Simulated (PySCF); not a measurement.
State search for ZnB

Unrestricted PBE0; basis Zn 6-31G(d,p), B 6-31G(d,p); no relativity; PySCF 2.14. Outer shells of the fragments: Zn 3d10 4s2; B 2s2 2p1.

Followed along the bond (rough minima from three points):

| 2Ms+1 | unpaired | ⟨S²⟩ at the start | R at minimum (Å) | Te (eV) |
| --- | --- | --- | --- | --- |
| 2 | π ↑ | 0.85 | 2.11 | 0.00 |
| 2 | σ ↑ | 0.76 | 2.41 | 0.64 |
| 4 | σ ↑, π ↑↑ | 3.77 | 1.88 | 0.78 |
| 4 | σ ↑↑, π ↑ | 3.75 | 2.01 | 1.18 |
| 2 | σ ↑, π ↑↓ | 1.77 | 1.88 | 1.47 |

Solutions found at the starting distance of 2.005 Å, counted from the lowest of them; the search is not exhaustive and high or unbound solutions are not listed, so other states can lie among these:

```tsv
2Ms+1	unpaired	term	E (eV)	⟨S²⟩	⟨Lz²⟩	μ (D)
2	π ↑	²Π	0.00	0.85	1.00	-1.45
4	σ ↑, π ↑↑	⁴Σ⁻	0.86	3.77	0.00	-2.84
2	σ ↑	²Σ⁺	0.91	0.76	0.00	0.60
4	σ ↑↑, π ↑	⁴Π	1.15	3.75	1.00	-0.27
2	σ ↑, π ↑↓	mixed	1.55	1.77	2.00	-2.71
2	σ ↓, π ↑↑	mixed	1.66	1.77	0.00	-2.78
2	σ ↑	mixed	2.33	0.77	2.00	-2.39
4	σ ↑, π ↑↑	mixed	3.93	3.77	2.00	-0.02
2	π ↑	mixed	4.77	1.06	1.00	-3.14
4	π ↑↑, δ ↑	⁴Δ	9.39	3.79	4.00	-1.09
```

A term symbol is given only where ⟨S²⟩ and ⟨Lz²⟩ are close to those of a pure state; real π, δ and φ orbitals otherwise mix terms. A positive dipole means Zn(−)B(+).

**Question.** Compare the gap between the two lowest followed solutions at the starting distance with the gap between their minima.

**Answer.** At PBE0 the second solution (doublet, unpaired electrons σ ↑) lies +0.91 eV from the first (doublet, unpaired electrons π ↑) at 2.005 Å and +0.64 eV at the minima; the two curves relax by different amounts, since their minima lie near 2.41 and 2.11 Å.
